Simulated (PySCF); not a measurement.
Ligands exchanged one at a time, Al CH3-NH2. Isolated molecules, 0 K electronic values unless said otherwise. Strings in code marks are SMILES.

These are PBE-D3(BJ)/def2-TZVP // B3LYP-D3(BJ)/def2-TZVP run with PySCF values and carry that method's errors. Excitations are Tamm–Dancoff values on a coarser integration grid. The basis has no diffuse functions, so Rydberg states are missing or too high.

| species | S1–T1 gap (TDA) (eV) | HOMO (eV) | S1 oscillator strength |
|---|---|---|---|
| 0 of 3 CH3 replaced by NH2 (`[CH3][Al]([CH3])[CH3]`) | 0.28 | ? | 0.000 |
| 1 of 3 CH3 replaced by NH2 (`[CH3][Al]([CH3])[NH2]`) | 0.55 | -5.80 | 0.045 |
| 2 of 3 CH3 replaced by NH2 | 0.22 | -5.32 | 0.000 |
| 3 of 3 CH3 replaced by NH2 (`[NH2][Al]([NH2])[NH2]`) | ? | -5.28 | ? |

Task: Complete the blanks.

Result: 
- 0 of 3 CH3 replaced by NH2 (`[CH3][Al]([CH3])[CH3]`), HOMO (eV): -6.25
- 3 of 3 CH3 replaced by NH2 (`[NH2][Al]([NH2])[NH2]`), S1–T1 gap (TDA) (eV): 0.23
- 3 of 3 CH3 replaced by NH2 (`[NH2][Al]([NH2])[NH2]`), S1 oscillator strength: 0.004
